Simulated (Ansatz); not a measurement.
Geometry optimisation, RHF/def2-SVP (Ansatz 0.2.0).

The input (input.yaml):

```yaml
crystal:
  periodic: [false, false, false]
  atoms:
    - { symbol: C, position_ang: [-1.4448, 0.9988, 0.8346] }
    - { symbol: C, position_ang: [-0.3441, 0.6214, -0.0854] }
    - { symbol: C, position_ang: [0.2557, -0.6875, 0.3812] }
    - { symbol: B, position_ang: [1.5773, -1.1446, -0.5365] }
    - { symbol: O, position_ang: [1.9224, -0.3731, -1.7082] }
    - { symbol: H, position_ang: [-2.2867, 0.2818, 0.8223] }
    - { symbol: H, position_ang: [-1.9031, 1.9978, 0.4573] }
    - { symbol: H, position_ang: [-1.0919, 1.2162, 1.8546] }
    - { symbol: H, position_ang: [0.4288, 1.4486, -0.0432] }
    - { symbol: H, position_ang: [-0.7259, 0.5031, -1.0964] }
    - { symbol: H, position_ang: [0.6615, -0.5651, 1.4516] }
    - { symbol: H, position_ang: [-0.4579, -1.486, 0.4103] }
    - { symbol: H, position_ang: [2.0322, -2.1251, -0.2863] }
    - { symbol: H, position_ang: [1.3635, -0.7154, -2.4271] }
basis:
  gaussian: { orbitals: def2-SVP }
hamiltonian:
  xc: hf
relax:
  f_tol: 0.02
  max_steps: 50
```

Command:

```bash
$ ansatz run input.yaml --threads 2 --pin off --max-ram 3072MiB --backend cpu --events-out ev --progress --plain --runs-dir out
```

Question: Where does it end, and by what steps?

Answer: The forces met the threshold. After 15 steps the energy has fallen by 1.332 eV; H14 moved furthest, 0.88 Å.

```
step  energy less start (eV)  largest force component (eV/Å)  accepted
   0                  0.0000                           3.870       yes
   1                 -0.4464                           2.542       yes
   2                 -0.6655                           1.493       yes
   3                 -0.8498                           0.894       yes
   4                 -1.0593                           1.167       yes
   5                 -0.8417                           3.658        no
   6                 -1.1848                           0.660       yes
   7                 -1.2636                           1.123       yes
   8                 -1.3060                           0.515       yes
   9                 -1.3138                           0.284       yes
  10                 -1.3279                           0.098       yes
  11                 -1.3305                           0.042       yes
  12                 -1.3315                           0.110       yes
  13                 -1.3314                           0.090        no
  14                 -1.3320                           0.021       yes
  15                 -1.3320                           0.010       yes
```

```xyz
14
Properties=species:S:1:pos:R:3
C -1.478 1.057 0.798
C -0.373 0.575 -0.137
C 0.334 -0.697 0.341
B 1.495 -1.281 -0.570
O 1.881 -0.733 -1.737
H -2.255 0.297 0.912
H -1.952 1.965 0.420
H -1.083 1.276 1.793
H 0.361 1.380 -0.258
H -0.803 0.405 -1.131
H 0.758 -0.540 1.341
H -0.397 -1.504 0.483
H 2.089 -2.273 -0.232
H 1.410 0.043 -1.994
```

Run time: 21 s on 2 threads of Arm Neoverse V2 (shared host), peak memory 0.23 GiB.
